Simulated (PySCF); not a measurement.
Geometries of 6 isomers of C8H7N, from PBE0-D3(BJ)/def2-SVP geometry optimisation, gas phase (PySCF 2.14.0). One conformer each, no zero-point energy, no frequencies.

Question: Which isomer lies lowest at this level?
A.
```xyz
16
angstrom
C      3.725    0.165    0.141
C      2.279    0.076    0.053
C      1.069    0.003   -0.022
C     -0.352   -0.086   -0.111
C     -1.192    0.889    0.451
C     -2.568    0.743    0.328
C     -3.063   -0.371   -0.351
N     -2.282   -1.304   -0.889
C     -0.970   -1.166   -0.772
H      4.035    0.704    1.049
H      4.144    0.700   -0.727
H      4.183   -0.836    0.170
H     -0.757    1.743    0.973
H     -3.251    1.481    0.752
H     -4.144   -0.513   -0.464
H     -0.343   -1.944   -1.222
```
B.
```xyz
16
angstrom
C      3.979    0.292   -0.869
C      2.801    0.140   -0.618
C      1.417   -0.040   -0.322
C      0.628    1.029    0.140
C     -0.717    0.857    0.426
C     -1.335   -0.396    0.262
N     -2.658   -0.579    0.586
C     -0.548   -1.467   -0.200
C      0.797   -1.291   -0.485
H      5.022    0.427   -1.090
H      1.089    2.010    0.272
H     -1.307    1.704    0.787
H     -3.123   -1.391    0.204
H     -3.241    0.244    0.645
H     -1.005   -2.451   -0.333
H      1.389   -2.134   -0.844
```
C.
```xyz
16
angstrom
C     -1.799    2.425    1.036
C     -0.961    1.610    0.695
C      0.042    0.701    0.298
C     -0.030   -0.673    0.256
N     -1.082   -1.487    0.623
C     -2.260   -1.247    0.223
C      1.270   -1.209   -0.141
C      2.124   -0.190   -0.361
C      1.437    1.108   -0.090
H     -2.546    3.135    1.336
H     -3.089   -1.869    0.588
H     -2.503   -0.439   -0.491
H      1.470   -2.276   -0.237
H      3.164   -0.272   -0.679
H      1.936    1.678    0.715
H      1.431    1.773   -0.972
```
D.
```xyz
16
angstrom
C      3.701   -0.631    0.005
C      2.702    0.299    0.617
C      1.395    0.202    0.492
C      0.121    0.100    0.363
C     -1.145    0.007    0.232
C     -2.466   -0.099    0.106
C     -3.337   -0.887    1.049
C     -3.105    0.569   -0.988
N     -3.656    1.097   -1.863
H      4.322   -1.097    0.787
H      3.215   -1.424   -0.577
H      4.385   -0.076   -0.657
H      3.091    1.133    1.219
H     -3.862   -1.690    0.508
H     -4.103   -0.237    1.500
H     -2.732   -1.333    1.848
```
E.
```xyz
16
angstrom
C      3.809   -0.739   -0.424
C      2.389   -0.478   -0.277
C      1.198   -0.268   -0.167
C     -0.203   -0.003   -0.009
C     -0.651    0.786    1.065
C     -2.013    1.027    1.195
C     -2.884    0.478    0.257
C     -2.340   -0.290   -0.773
N     -1.043   -0.529   -0.912
H      4.210   -1.259    0.461
H      4.005   -1.370   -1.305
H      4.374    0.198   -0.546
H      0.071    1.194    1.774
H     -2.390    1.636    2.021
H     -3.962    0.639    0.318
H     -2.997   -0.737   -1.529
```
F.
```xyz
16
angstrom
C      2.212   -0.362   -0.007
C      1.965    1.018   -0.149
C      0.671    1.519   -0.163
C     -0.379    0.603   -0.033
N     -1.736    0.801   -0.013
C     -2.372   -0.407    0.138
C     -1.442   -1.411    0.219
C     -0.153   -0.793    0.112
C      1.170   -1.268    0.122
H      3.244   -0.720    0.000
H      2.807    1.706   -0.249
H      0.481    2.589   -0.273
H     -2.195    1.696   -0.095
H     -3.459   -0.459    0.178
H     -1.654   -2.471    0.340
H      1.371   -2.336    0.232
```

Answer: F. That is indole (`c1ccc2[nH]ccc2c1`), 49.9 kcal/mol below the next.

| SMILES | atoms numbered as above | E (Eh) | relative (kcal/mol) | relative (kJ/mol) | dipole (D) |
| --- | --- | --- | --- | --- | --- |
| c1ccc2[nH]ccc2c1 | [cH:1]1[cH:2][cH:3][c:4]2[nH:5][cH:6][cH:7][c:8]2[cH:9]1 | -363.15543 | 0.0 | 0.0 | 2.29 |
| C#Cc1ccc(N)cc1 | [CH:1]#[C:2][c:3]1[cH:4][cH:5][c:6]([NH2:7])[cH:8][cH:9]1 | -363.07588 | 49.9 | 208.9 | 3.16 |
| CC#Cc1cccnc1 | [CH3:1][C:2]#[C:3][c:4]1[cH:5][cH:6][cH:7][n:8][cH:9]1 | -363.07225 | 52.2 | 218.4 | 2.59 |
| CC#Cc1ccccn1 | [CH3:1][C:2]#[C:3][c:4]1[cH:5][cH:6][cH:7][cH:8][n:9]1 | -363.07047 | 53.3 | 223.1 | 1.84 |
| C#CC1=C(N=C)C=CC1 | [CH:1]#[C:2][C:3]1=[C:4]([N:5]=[CH2:6])[CH:7]=[CH:8][CH2:9]1 | -363.00756 | 92.8 | 388.2 | 1.29 |
| CC=C=C=C=C(C)C#N | [CH3:1][CH:2]=[C:3]=[C:4]=[C:5]=[C:6]([CH3:7])[C:8]#[N:9] | -362.98629 | 106.1 | 444.1 | 5.19 |

As drawn, the lowest has an aromatic ring and an N–H bond, which the highest lacks; the highest has a C≡N group, cumulated double bonds and a C=C bond outside aromatic rings, which the lowest lacks.
